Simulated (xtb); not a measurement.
C26H20F6O4, SMILES CCCC1COC(c2cc(F)c(C(=O)Oc3ccc(-c4cc(F)c(F)c(F)c4)c(F)c3)c(F)c2)OC1. All values are semi-empirical tight-binding results from xtb (GFN2-xTB unless named), good for trends rather than for accurate numbers. Coordinates come from a GFN2-xTB optimisation. One conformer was computed; it need not be the lowest.

Optimised geometry:

Bond lengths (Å): C1–C2 1.524, C1–H37 1.087, C1–H38 1.088, C1–H39 1.088, C2–C3 1.530, C2–H40 1.092, C2–H41 1.092, C3–C4 1.533, C3–H42 1.093, C3–H43 1.092, C4–C5 1.540, C4–C9 1.544, C4–H44 1.093, C5–O6 1.416, C5–H45 1.098, C5–H46 1.090, O6–C7 1.404, C7–O8 1.397, C7–C10 1.520, C7–H47 1.111, O8–C9 1.417, C9–H48 1.089, C9–H49 1.099, C10–C11 1.387, C10–C36 1.387, C11–C12 1.382, C11–H50 1.078, C12–F13 1.337, C12–C14 1.395, C14–C15 1.494, C14–C34 1.395, C15–O16 1.198, C15–O17 1.343, O17–C18 1.378, C18–C19 1.389, C18–C24 1.391, C19–C20 1.382, C19–H51 1.077, C20–C21 1.393, C20–H52 1.079, C21–C22 1.395, C21–C25 1.471, C22–F23 1.346, C22–C24 1.379, C24–H53 1.078, C25–C26 1.393, C25–C33 1.392, C26–C27 1.381, C26–H54 1.078, C27–F28 1.340, C27–C29 1.391, C29–F30 1.338, C29–C31 1.391, C31–F32 1.339, C31–C33 1.382, C33–H55 1.078, C34–F35 1.340, C34–C36 1.381, C36–H56 1.077. Angles (°): C2–C1–H37 111.1, C2–C1–H38 110.0, C2–C1–H39 110.6, H37–C1–H38 108.2, H37–C1–H39 108.8, H38–C1–H39 108.1, C1–C2–C3 114.2, C1–C2–H40 109.2, C1–C2–H41 108.8, C3–C2–H40 108.9, C3–C2–H41 108.1, H40–C2–H41 107.4, C2–C3–C4 113.9, C2–C3–H42 107.7, C2–C3–H43 109.9, C4–C3–H42 108.4, C4–C3–H43 109.3, H42–C3–H43 107.5, C3–C4–C5 110.7, C3–C4–C9 113.8, C3–C4–H44 109.3, C5–C4–C9 105.7, C5–C4–H44 108.5, C9–C4–H44 108.6, C4–C5–O6 110.1, C4–C5–H45 110.0, C4–C5–H46 111.6, O6–C5–H45 109.8, O6–C5–H46 106.0, H45–C5–H46 109.4, C5–O6–C7 111.4, O6–C7–O8 112.6, O6–C7–C10 112.0, O6–C7–H47 104.9, O8–C7–C10 108.4, O8–C7–H47 110.5, C10–C7–H47 108.2, C7–O8–C9 112.3, C4–C9–O8 111.0, C4–C9–H48 111.9, C4–C9–H49 110.4, O8–C9–H48 104.9, O8–C9–H49 109.2, H48–C9–H49 109.3, C7–C10–C11 119.6, C7–C10–C36 120.3, C11–C10–C36 120.2, C10–C11–C12 119.3, C10–C11–H50 120.4, C12–C11–H50 120.3, C11–C12–F13 118.6, C11–C12–C14 122.3, F13–C12–C14 119.1, C12–C14–C15 120.8, C12–C14–C34 116.7, C15–C14–C34 122.5, C14–C15–O16 124.3, C14–C15–O17 109.6, O16–C15–O17 126.1, C15–O17–C18 123.3, O17–C18–C19 124.7, O17–C18–C24 115.1, C19–C18–C24 120.2, C18–C19–C20 119.3, C18–C19–H51 120.6, C20–C19–H51 120.0, C19–C20–C21 122.1, C19–C20–H52 119.0, C21–C20–H52 118.8, C20–C21–C22 116.9, C20–C21–C25 121.0, C22–C21–C25 122.1, C21–C22–F23 119.8, C21–C22–C24 122.3, F23–C22–C24 117.8, C18–C24–C22 119.1, C18–C24–H53 120.2, C22–C24–H53 120.7, C21–C25–C26 119.8, C21–C25–C33 121.0, C26–C25–C33 119.2, C25–C26–C27 120.1, C25–C26–H54 121.1, C27–C26–H54 118.8, C26–C27–F28 119.4, C26–C27–C29 121.2, F28–C27–C29 119.5, C27–C29–F30 120.9, C27–C29–C31 118.2, F30–C29–C31 120.9, C29–C31–F32 119.3, C29–C31–C33 121.3, F32–C31–C33 119.4, C25–C33–C31 120.0, C25–C33–H55 121.4, C31–C33–H55 118.6, C14–C34–F35 119.4, C14–C34–C36 122.3, F35–C34–C36 118.3, C10–C36–C34 119.3, C10–C36–H56 120.5, C34–C36–H56 120.3.
Charge 0, spin multiplicity 1.

Computed properties:
| Quantity | Result |
|---|---|
| orbital gap | 3.08 eV |
| dipole moment | 9.89 D |
| zero-point energy | 252.1 kcal/mol |
| G − E(el) at 298.15 K (modified RRHO) | 212.6 kcal/mol |
| static polarisability (D4 model) | 300.5 bohr³ |
| solvation energy, GFN2-xTB/ALPB(water) | -10.2 kcal/mol |
| solvation energy, GFN2-xTB/ALPB(acetone) | -26.1 kcal/mol |

Computed IR lines (harmonic; lines under 4 % of the strongest left out, lines within 3 cm⁻¹ merged):
ν (cm⁻¹): 724 (w), 764 (w), 826 (w), 846 (w), 856 (w), 860 (w), 971 (w), 1026 (s), 1062 (w), 1068 (m), 1075 (w), 1105 (m), 1115 (m), 1131 (w), 1142 (w), 1150 (m), 1192 (vs), 1209 (w), 1262 (m), 1322 (w), 1405 (w), 1423 (m), 1431 (w), 1452 (w), 1473 (s), 1501 (m), 1560 (w), 1569 (m), 1587 (w), 1594 (m), 1771 (s), 2757 (w), 2884 (w), 2894 (w), 2955 (w), 2985 (w), 2989 (w), 3001 (w), 3033 (w), 3038 (w), 3047 (w) (against the strongest line: vs over 80 %, s over 45 %, m over 15 %, w over 4 %, vw less)

Task: Give the atomic charges and the Wiberg bond orders between heavy atoms. (An estimate is asked for; the answer gives what the named calculation found.)

Result: charges (e) C1 -0.11, C2 -0.06, C3 -0.07, C4 -0.04, C5 0.09, O6 -0.33, C7 0.25, O8 -0.32, C9 0.08, C10 0.00, C11 -0.06, C12 0.18, F13 -0.19, C14 -0.05, C15 0.37, O16 -0.37, O17 -0.23, C18 0.15, C19 -0.05, C20 -0.03, C21 -0.01, C22 0.17, F23 -0.21, C24 -0.06, C25 0.02, C26 -0.06, C27 0.16, F28 -0.19, C29 0.14, F30 -0.18, C31 0.16, F32 -0.19, C33 -0.06, C34 0.18, F35 -0.19, C36 -0.05, H37 0.03, H38 0.04, H39 0.04, H40 0.03, H41 0.04, H42 0.04, H43 0.05, H44 0.05, H45 0.03, H46 0.05, H47 0.04, H48 0.07, H49 0.03, H50 0.09, H51 0.09, H52 0.07, H53 0.09, H54 0.08, H55 0.09, H56 0.10. Bond orders C1–C2 1.02, C2–C3 1.01, C3–C4 1.00, C4–C5 0.98, C5–O6 0.97, O6–C7 0.98, C7–O8 0.99, C4–C9 0.98, O8–C9 0.97, C7–C10 0.97, C10–C11 1.41, C11–C12 1.40, C12–F13 0.99, C12–C14 1.34, C14–C15 0.98, C15–O16 1.77, C15–O17 1.10, O17–C18 1.00, C18–C19 1.38, C19–C20 1.45, C20–C21 1.39, C21–C22 1.34, C22–F23 0.97, C18–C24 1.37, C22–C24 1.42, C21–C25 1.05, C25–C26 1.38, C26–C27 1.41, C27–F28 0.98, C27–C29 1.34, C29–F30 0.99, C29–C31 1.34, C31–F32 0.99, C25–C33 1.39, C31–C33 1.40, C14–C34 1.35, C34–F35 0.98, C10–C36 1.41, C34–C36 1.41.
